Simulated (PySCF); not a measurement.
**Vibration and rotation of CuH**

RHF-CCSD(T) constants of CuH, ¹Σ⁺ (singlet), closed shell (Cu def2-TZVPPD, H def2-TZVPPD; no relativity (PySCF 2.14); masses 62.9296 and 1.0078 u):

| Property | Result |
| --- | --- |
| ωe | 1875.9 cm⁻¹ |
| ωexe | 38.8 cm⁻¹ |
| Be | 7.859 cm⁻¹ |
| αe | 0.272 cm⁻¹ |
| D (centrifugal) | 0.000552 cm⁻¹ |
| De to Cu (3d10 4s1) + H | 2.72 eV |

**Question.** Estimate the standard entropy (1 bar) and heat capacity of the ideal gas at 1500 K, rigid rotor with B0 and harmonic oscillator at the fundamental.

**Answer.** Translation (Sackur–Tetrode, M = 63.94 u): 194.3 J/(mol K). Rotation: q = kT/(σB0) = 135 with σ = 1, 49.1. Vibration: x = hcν0/kT = 1.72, 4.74. S° = 248.1 J/(mol K); Cp = 7R/2 + 6.53 = 35.6 J/(mol K).

Correlated steps freeze 5 core orbitals. Where the molecule has an RHF reference, its open-shell atoms are computed with UHF. The CCSD T1 diagnostic is raised, a sign that a single reference may not be enough here.
